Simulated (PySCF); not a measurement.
2 ZrH₃ → ZrH₂ + ZrH₄

Level: PBE0 in the def2-TZVP basis family, computed in PySCF with density fitting; scalar-relativistic core potentials for atoms from Rb on, none lighter, no spin–orbit coupling; open shells unrestricted.

| species | state and structure | ZPE (kJ/mol) | H(298 K) − H(0) (kJ/mol) | S° (J/(mol K)) |
| --- | --- | --- | --- | --- |
| ZrH₃ | doublet, C3v, Zr–H 1.856 Å (×3); H–Zr–H 116.9° (×3) | 39.4 | 11.8 | 243.9 |
| ZrH₂ | triplet, C2v, Zr–H 1.860 Å (×2); H–Zr–H 118.9° | 23.1 | 10.4 | 236.3 |
| ZrH₄ | singlet, Td, Zr–H 1.844 Å (×4) | 57.8 | 12.3 | 231.8 |

Question: Is the gas-phase reaction uphill or downhill in electronic energy at this level, and by how much?

Answer: At PBE0/def2-TZVP, ΔE = -2.7 kJ/mol, downhill. The bond broken in ZrH₃ is weaker than the one that a second molecule gains.

Question: Add zero-point, thermal and entropy terms for 298.15 K and 1 bar.

Answer: ΔZPE = 2.1 and Δ[H(298) − H(0)] = -0.9 kJ/mol give ΔH° = -1.5 kJ/mol. ΔS° = -19.7 J/(mol K), so ΔG° = -1.5 − 298.15 × (-0.0197) = 4 kJ/mol and log₁₀K = -0.8.

Open d or f shells are single determinants, so the state found may not be the ground state. The structures come from searches over a few start shapes, so lower isomers are not excluded.
